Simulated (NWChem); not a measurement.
# C₄H₄FN; SMILES C/C(C#N)=C\F

```xyz
10

C      1.6296    -0.2276     0.0000
C      0.1623     0.0851     0.0000
C     -0.2538     1.4538     0.0000
N     -0.5590     2.5731     0.0000
C     -0.8013    -0.8489     0.0000
F     -0.5177    -2.1379     0.0000
H      1.7878    -1.3132     0.0000
H      2.1189     0.2018     0.8875
H      2.1189     0.2018    -0.8875
H     -1.8737    -0.6358     0.0000
```
Atoms are numbered in this order, from 1.

Computed with NWChem. Pople sets run with spherical d functions. Medium grid unless said otherwise, to which SCAN and Minnesota functionals are sensitive. All runs use the structure optimised with PBE0/def2-SVP.

### Question
Order these by “highest occupied level (eV)”, lowest first: LDA (Slater exchange, PW92)/6-31G*; B3LYP/6-31G*; LRC-wPBEh/6-31G*.

### Answer
LRC-wPBEh/6-31G* (-9.41), B3LYP/6-31G* (-7.32), LDA (Slater exchange, PW92)/6-31G* (-6.50)
